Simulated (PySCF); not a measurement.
## Cr²⁺ (chromium, charge +2): BP86 calculation

Configuration: [Ar] 3d4, high-spin 5D determinant. Calculation: PySCF 2.14, in aug-cc-pVDZ-DK (7s6p4d2f, 59 functions); the spin-free X2C one-electron Hamiltonian (Gaussian nucleus).

| Item | Value |
| --- | --- |
| Total energy | -1050.033 hartree |
| One-electron energy | -1427.971 hartree |
| Hartree (Coulomb) energy | 426.730 hartree |
| Exchange-correlation energy | -48.792 hartree |
| ⟨S²⟩ | 6.0003 |
| ⟨L²⟩ | 6.004 |
| Sum of ⟨r⟩ | 14.65 bohr |
| Sum of ⟨r²⟩ | 16.50 bohr² |
| Traceless quadrupole moment −½Σ⟨3z² − r²⟩ along its main axis | -0.527 e·bohr² |
| Langevin diamagnetic susceptibility | -13.1 ×10⁻⁶ cm³/mol |
| Time after the integrals | 0.89 s of wall time on 1 thread of Neoverse-V2 (shared host) |

```tsv
shell	electrons	mean orbital energy (eV)	spread (eV)	rms radius, mean of both spins (bohr)
1s α	1	-5900.3	0	0.0734
1s β	1	-5900.3	0	0.0734
2s α	1	-689.18	0	0.318
2s β	1	-687.70	0	0.318
2p α	3	-582.63	0.494	0.288
2p β	3	-581.49	0.789	0.288
3s α	1	-96.571	0	0.964
3s β	1	-92.636	0	0.964
3p α	3	-67.863	0.705	1.04
3p β	3	-63.982	1.701	1.04
3d α	4	-24.247	1.118	1.36
```

Densities and radii are taken from the X2C orbitals without a picture-change correction, which distorts them close to the nucleus.
